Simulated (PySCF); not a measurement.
Species: C8H10.
Geometry (GFN2-xTB, Å), atoms numbered from 1 in this order:
```xyz
18
C8H10 angstrom
C      4.1913   -1.0877    0.3266
C      3.1501   -0.6861   -0.1181
C      1.9355   -0.2076   -0.6487
C      0.7947   -0.1907    0.0393
C     -0.4974    0.3147   -0.4870
C     -1.6896   -0.6602   -0.3344
C     -2.4139    0.3502    0.5666
C     -1.2270    1.3157    0.4403
H      5.1008   -1.4374    0.7151
H      1.9792    0.1567   -1.6684
H      0.7780   -0.5635    1.0556
H     -0.3721    0.6831   -1.5069
H     -1.4293   -1.5956    0.1569
H     -2.1990   -0.8874   -1.2682
H     -2.5999   -0.0021    1.5790
H     -3.3467    0.7298    0.1551
H     -1.4605    2.2685   -0.0294
H     -0.7030    1.5061    1.3750
```

Level of theory: PySCF 2.14.0, density-fitted response routines, TDDFT wB97X-D/def2-SVPD, vertical, gas phase, core orbitals frozen in the response.

Transition dipole moments from the ground state, in atomic units and in the frame of the coordinates above (overall signs are arbitrary), for the states with f of 0.002 or more among the lowest 7:

| state | E (hartree) | μx | μy | μz |
| --- | --- | --- | --- | --- |
| S1 | 0.2064 | 1.835 | -0.387 | -0.103 |
| S5 | 0.2720 | 1.302 | -0.240 | -0.137 |
| S7 | 0.2753 | -0.044 | 0.118 | 0.049 |

Task: Work out the oscillator strengths.

Result: f = (2/3) ΔE |μ|² with ΔE in hartree (27.2114 eV).

```json
{"state": "S1", "|μ|² (au)": "3.527", "|μ| (D)": "4.77", "f": "0.485"}
{"state": "S5", "|μ|² (au)": "1.773", "|μ| (D)": "3.38", "f": "0.322"}
{"state": "S7", "|μ|² (au)": "0.018", "|μ| (D)": "0.34", "f": "0.003"}
```

Task: What angle do the transition dipoles of S1 and S5 make?

Result: |cos θ| = |μa·μb| / (|μa| |μb|) = 1.00, so θ ≈ 3° (taken between 0 and 90°, since the signs are arbitrary).

Task: How is the summed strength of these states shared among x, y and z?

Result: (2/3) Σ ΔE μα² gives 0.771 for x, 0.034 for y and 0.005 for z, 0.810 in all.

Task: What peak molar absorption coefficient would the strongest computed level give as a lone Gaussian band 0.3 eV wide at half height?

Result: ε(max) = 2.175×10⁸ f / FWHM, with the width in cm⁻¹. S1: 2.175×10⁸ × 0.4853 / 2420 ≈ 44000 L mol⁻¹ cm⁻¹.

One conformer stands for the species.
